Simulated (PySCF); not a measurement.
Level of theory: PySCF, PBE0, basis Hf def2-SVP with ECP60, S def2-SVP, Br def2-SVP (scalar-relativistic core potentials, no spin–orbit coupling, density fitting). Open shells, if any, are unrestricted.

Question: What shape and geometry does isolated singlet HfSBr₂ take (every ligand bound to Hf)?

Answer: Formally Hf is in oxidation state +4, d0. The polar-tensor charge on Hf, 1.72, is far below the formal one. The lowest minimum found is a singlet of Cs symmetry with Hf–Br 2.496 Å (×2), Hf–S 2.200 Å; Br–Hf–Br 116.9°, Br–Hf–S 111.3° (×2). Its harmonic wavenumbers are 46 (a'), 78 (a'), 107 (a''), 243 (a'), 273 (a''), 520 (a') cm⁻¹ and its dipole moment is 4.20 D.

Stability towards spin polarisation was not tested. Other isomers or separated fragments may lie lower. With an element this heavy the missing spin–orbit coupling can shift these numbers.
